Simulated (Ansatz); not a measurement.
Gas-phase electronic energies from Ansatz, PBE0-D4/def2-TZVP geometries. CCSD(T)/CBS adds triple-zeta CCSD(T) − MP2 to the extrapolated MP2 energy (def2 sets, frozen cores). This one scheme is used for every species. Functionals use def2-TZVPP. B3LYP here is the variant with VWN-RPA as its local correlation; programs differ in this. For Ga outer-core shells are correlated without core-valence functions, which leaves a few kJ/mol of doubt a bond. Scalar relativity is left out up to krypton. Each species was taken in one conformer, which may not be the lowest.

Consider the formal exchange of groups at a B–Ga bond: `C[B](N)[GaH2]` + `[SiH3]Cl` → `CB(N)[SiH2]Cl` + `[GaH3]`.

(1) Is it downhill or uphill in electronic energy at CCSD(T)/CBS, and by how much? (An estimate is asked.)

(2) What do these levels give: B3LYP-D4, ωB97M-V, B2PLYP, PBE0, HF/def2-TZVPP, MP2/def2-TZVPP, SCS-MP2/def2-TZVPP, CCSD(T)/def2-TZVPP, HF/def2-QZVPP, MP2/def2-QZVPP, MP2/CBS(def2), CCSD/CBS(def2)? (Best estimate.)

Largest T1 diagnostic among the species: 0.013.

## Answers

(1) Computed: Downhill: ΔE = -0.03 eV.

(2) Computed: B3LYP-D4 -0.09, ωB97M-V -0.09, B2PLYP -0.05, PBE0 -0.10, HF/def2-TZVPP -0.08, MP2/def2-TZVPP -0.04, SCS-MP2/def2-TZVPP -0.04, CCSD(T)/def2-TZVPP -0.05, HF/def2-QZVPP -0.09, MP2/def2-QZVPP -0.03, MP2/CBS(def2) -0.02, CCSD/CBS(def2) -0.03 eV.

The D4 term adds −0.04 eV with B3LYP and −0.02 eV with PBE0; it sums over pairs of atoms, weighted by their polarisabilities, and B3LYP, whose exchange is more repulsive, gets the larger term. In def2-TZVPP, CCSD(T) changes the Hartree–Fock value by +0.03 eV (the triples alone add −0.00 eV) and MP2 by +0.04 eV.
